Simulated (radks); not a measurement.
Neutral lanthanum, configuration [Xe] 5d1 6s2 (the NIST ground configuration). All-electron calculation, scalar-relativistic Kohn-Sham, PBE, spin-unpolarised, spherical densities, finite nucleus; Fermi nuclear charge, rms radius 4.855 fm; hard spherical wall at 1.5 bohr. Program: a radial shooting solver on a logarithmic mesh with Libxc functionals.

Normalised radial functions P(r) = r R(r), r in bohr:

| r | 4s | 5s | 6s |
|---|---|---|---|
| 0.002008 | 0.1319 | 0.1173 | 0.1456 |
| 0.002878 | 0.1732 | 0.1540 | 0.1911 |
| 0.004093 | 0.2204 | 0.1959 | 0.2432 |
| 0.00582 | 0.2703 | 0.2403 | 0.2983 |
| 0.008275 | 0.3131 | 0.2783 | 0.3452 |
| 0.01186 | 0.3299 | 0.2930 | 0.3632 |
| 0.01686 | 0.2902 | 0.2574 | 0.3183 |
| 0.02398 | 0.1610 | 0.1419 | 0.1741 |
| 0.03437 | -0.0789 | -0.0719 | -0.0925 |
| 0.04887 | -0.3655 | -0.3263 | -0.4074 |
| 0.06949 | -0.5346 | -0.4726 | -0.5819 |
| 0.09881 | -0.3490 | -0.2975 | -0.3467 |
| 0.1416 | 0.2571 | 0.2497 | 0.3453 |
| 0.2014 | 0.7816 | 0.6851 | 0.8267 |
| 0.2864 | 0.4896 | 0.3216 | 0.2074 |
| 0.4104 | -0.6334 | -0.7064 | -0.9992 |
| 0.5836 | -1.4021 | -0.8825 | -0.3247 |
| 0.8298 | -1.1355 | 0.5014 | 1.2638 |
| 1.18 | -0.4352 | 1.3253 | -1.0774 |

4s: eigenvalue -109.83 eV, 3 radial nodes at r = 0.0310, 0.124, 0.340 bohr, <r> = 0.678 bohr, 90 % of the charge inside 0.974 bohr. 5s: eigenvalue 184.52 eV, 4 radial nodes at r = 0.0309, 0.122, 0.322, 0.748 bohr, <r> = 0.930 bohr, 90 % of the charge inside 1.27 bohr. 6s: eigenvalue 604.27 eV, 5 radial nodes at r = 0.0308, 0.120, 0.303, 0.617, 1.04 bohr, <r> = 0.880 bohr, 90 % of the charge inside 1.33 bohr.
